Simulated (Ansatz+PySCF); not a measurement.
## singlet ICl: levels of theory in one basis

```xyz
2

I     0.0000    0.0000   -0.5265
Cl    0.0000    0.0000    1.6416
```

Basis set: def2-SVP (spherical functions, with the set's core potentials past Kr). Left uncorrelated: 9 orbitals. Charge 0, multiplicity 1.

Computed with Ansatz (development build ahead of 0.2.0); each method stands on the lowest determinant of its kind that the runs found.

| method | E − E(RHF) (eV) | <S²> of the determinant |
| --- | --- | --- |
| RHF | 0.00 | 0.00 |
| RHF-CCSD | -7.30 | – |
| RHF-CCSD(T) | -7.45 | – |

(1) What does RHF-MP2 give on the same scale?

(2) Is a single determinant a sound starting point here?

Results:

(1) -6.75 eV.

(2) By this sign, yes. Unrestricted orbitals gain 0.00 eV and <S²> is 0.00 against 0.00 for a pure state.
